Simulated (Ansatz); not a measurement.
Na₂₁: single points at one geometry.

```yaml
crystal:
  periodic: [false, false, false]
  atoms:
    - {symbol: Na, position_ang: [-0.270513, 1.448182, 3.259759]}
    - {symbol: Na, position_ang: [1.958083, 3.942549, 2.244601]}
    - {symbol: Na, position_ang: [-4.519497, -1.638854, -0.997136]}
    - {symbol: Na, position_ang: [-0.526993, 1.817762, -0.185816]}
    - {symbol: Na, position_ang: [-2.896592, 1.211248, -3.127654]}
    - {symbol: Na, position_ang: [-4.200246, 1.712143, 0.306695]}
    - {symbol: Na, position_ang: [0.579856, -1.634021, 1.756310]}
    - {symbol: Na, position_ang: [3.752631, -6.240500, 0.778824]}
    - {symbol: Na, position_ang: [2.710066, 2.994054, -1.253042]}
    - {symbol: Na, position_ang: [3.898838, -2.805876, 1.643197]}
    - {symbol: Na, position_ang: [-2.776023, -0.840798, 1.969518]}
    - {symbol: Na, position_ang: [0.895563, -5.206270, 2.455532]}
    - {symbol: Na, position_ang: [-3.150470, 4.506148, -1.407810]}
    - {symbol: Na, position_ang: [-0.314521, 4.008512, -3.370813]}
    - {symbol: Na, position_ang: [0.005653, 5.501656, -0.238388]}
    - {symbol: Na, position_ang: [-2.030703, -4.090122, 0.702299]}
    - {symbol: Na, position_ang: [0.681089, 0.744689, -3.462091]}
    - {symbol: Na, position_ang: [-1.102407, -1.562958, -1.583106]}
    - {symbol: Na, position_ang: [1.388835, -3.991866, -0.851370]}
    - {symbol: Na, position_ang: [2.667469, -0.605322, -0.893482]}
    - {symbol: Na, position_ang: [3.249871, 0.729645, 2.253991]}
basis:
  gaussian: {orbitals: def2-TZVP, fitting: {mean_field: def2-universal-jkfit}, initial_orbitals: start.molden}
magnetization: {spin_polarized: true, initial_magnetization: 1}
hamiltonian: {xc: {name: B2PLYP}}
scf: {omitted_lower_state_checks: [starts]}
```

The file start.molden holds the orbitals of an earlier run on this structure, at another level or in another basis.

```sh
$ ansatz run in.yaml --threads 2 --pin off --events-out ev --progress --plain --max-ram 31744MiB --backend cuda --devices 0, --max-vram 18GiB
```

Shortened log:

```
Functional definition: B2PLYP
2352 factors; integrals over basis functions are off by at most 3.8e-1 eV
mean field evaluation 1: about -92672.1664 eV, gradient 1.2e1 eV
mean field evaluation 2: about -92672.3653 eV, gradient 4.5e-1 eV
mean field evaluation 4: about -92672.3921 eV, gradient 2.1e-1 eV
mean field evaluation 8: about -92672.3960 eV, gradient 1.1e-2 eV
mean field -92672.39600247 eV, -3405.6477374848 hartree, gradient 2.6e-6 eV, S^2 1.331130; 0 other end points of the search recorded, 0 dependent functions left out
21 core orbitals not correlated: weight in the atoms' cores, before any rotation towards them, 1.000 or more for the frozen orbitals, at most 0.000 for the correlated occupied ones
reference -92672.39622916 eV, -3405.6477458154 hartree; 95, 94 occupied and 556, 557 virtual orbitals, 2352 factors
second order -121.46558748 eV of doubles, -0.00000000 eV of singles
Total energy: -92705.19193778 eV, -3406.8529658774 hartree
Checks for a lower state left out: starts
```

Run time 19 s (2 threads of AMD EPYC 7R13 on a shared host and a share (18 GiB) of an NVIDIA H100 80GB HBM3), peak host memory 4.3 GiB.

First input, but with `gaussian: {orbitals: def2-SVP, initial_orbitals: start.molden}`, `hamiltonian: {xc: pbe}`, `output: {orbitals: {seedname: orbitals}}` (abridged; 8 s):

```
Functional definition: PBE
mean field evaluation 16: about -92647.2100 eV, gradient 9.6e-6 eV
mean field -92647.21004438 eV, -3404.7221705964 hartree, gradient 9.6e-6 eV, S^2 0.781738
Total energy: -92647.21012122 eV, -3404.7221734203 hartree
Checks for a lower state left out: starts
```

The first input with `gaussian: {orbitals: STO-3G}`, `hamiltonian: {xc: hf}`, `output: {orbitals: {seedname: orbitals}}` (abridged; 1.9 s):

```
Functional definition: HF
mean field evaluation 16: about -91248.0904 eV, gradient 2.9e0 eV
mean field -91248.24742072 eV, -3353.3112424279 hartree, gradient 2.1e-5 eV, S^2 9.470518
Total energy: -91248.24742072 eV, -3353.3112424279 hartree
Checks for a lower state left out: starts
```

The first input with `hamiltonian: {xc: pbe}`, `output: {forces: true, orbitals: {seedname: orbitals}}` (abridged; 14 s):

```
Functional definition: PBE
mean field -92681.15155049 eV, -3405.9694979395 hartree, gradient 7.1e-6 eV, S^2 0.782854
Total energy: -92681.15163876 eV, -3405.9695011834 hartree
Atom 0 force    -0.011517     0.012104    -0.024972 eV/Å
Atom 1 force     0.003279    -0.016296    -0.010645 eV/Å
Atom 2 force     0.014511     0.018454     0.010168 eV/Å
Atom 3 force    -0.012417     0.023918     0.002009 eV/Å
Atom 4 force     0.004498     0.003452     0.011986 eV/Å
Atom 5 force     0.023165     0.003768     0.001332 eV/Å
Atom 6 force    -0.023831     0.000542     0.017466 eV/Å
Atom 7 force    -0.010013     0.017858     0.011473 eV/Å
Atom 8 force    -0.021091    -0.006273    -0.007709 eV/Å
Atom 9 force     0.000400    -0.011234    -0.010938 eV/Å
Atom 10 force     0.005776    -0.025342     0.006246 eV/Å
Atom 11 force    -0.001271    -0.000776    -0.011628 eV/Å
Atom 12 force    -0.000010    -0.015053    -0.002946 eV/Å
Atom 13 force     0.014012    -0.026966     0.012829 eV/Å
Atom 14 force     0.001263    -0.024010     0.007181 eV/Å
Atom 15 force     0.017814     0.021051    -0.007100 eV/Å
Atom 16 force     0.000416     0.034284    -0.003967 eV/Å
Atom 17 force     0.001833    -0.022118     0.002124 eV/Å
Atom 18 force     0.001060     0.009031     0.007852 eV/Å
Atom 19 force     0.005488    -0.000139    -0.017221 eV/Å
Atom 20 force    -0.013367     0.003746     0.006460 eV/Å
Dipole moment:     0.043377    -0.088657    -0.010889 e Å
Checks for a lower state left out: starts
```

The first input with `hamiltonian: {xc: r2scan}`, `output: {orbitals: {seedname: orbitals}}` (abridged; 26 s):

```
Functional definition: r2SCAN
mean field evaluation 16: about -92728.1121 eV, gradient 4.9e-5 eV
mean field -92728.11214992 eV, -3407.6952681376 hartree, gradient 7.3e-6 eV, S^2 1.659524
Total energy: -92728.11225623 eV, -3407.6952720447 hartree
Checks for a lower state left out: starts
```

The first input with `gaussian: {orbitals: def2-SVP, initial_orbitals: start.molden}`, `hamiltonian: {xc: pbe0}`, `output: {orbitals: {seedname: orbitals}}` (abridged; 11 s):

```
Functional definition: PBE0
mean field evaluation 16: about -92654.9192 eV, gradient 5.5e-5 eV
mean field evaluation 32: about -92654.9192 eV, gradient 1.3e-5 eV
mean field -92654.91919541 eV, -3405.0054766713 hartree, gradient 6.3e-6 eV, S^2 0.907204
Total energy: -92654.91925140 eV, -3405.0054787290 hartree
Checks for a lower state left out: starts
```

The first input with `gaussian: {orbitals: def2-SVP, initial_orbitals: start.molden}`, `correlation: {method: mp2}`, `output: {orbitals: {seedname: orbitals}}` and without the key `hamiltonian` (abridged; 7 s):

```
Functional definition: HF
mean field evaluation 16: about -92458.3458 eV, gradient 1.5e-4 eV
mean field -92458.34583497 eV, -3397.7815389175 hartree, gradient 3.7e-7 eV, S^2 4.485717
21 core orbitals not correlated: weight in the atoms' cores, before any rotation towards them, 1.000 or more for the frozen orbitals, at most 0.000 for the correlated occupied ones
second order -8.13228572 eV of doubles, -0.00000000 eV of singles
Total energy: -92466.47812069 eV, -3398.0803949055 hartree
Checks for a lower state left out: starts
```

Geometry: PBE/def2-SVP.

Correlated methods freeze 21 core orbitals; core or outer-core shells of Na are correlated, in sets that lack core-valence functions. Single mean-field runs in def2-TZVP are fitted with def2-universal-jkfit. At B2PLYP/def2-TZVP, HF/STO-3G, r2SCAN/def2-TZVP, PBE0/def2-SVP and others the charge 0 doublet is spin-contaminated (final ⟨S²⟩ up to 9.47, 0.75 for a pure state). At HF/STO-3G the highest occupied level of the charge 0 doublet lies above zero (up to 5.01 eV). In Hartree–Fock with STO-3G the lack of diffuse functions raises the level. Another isomer (doublet) lies 0.44 eV lower at PBE0/def2-TZVP; other spin states weren't run for this one.
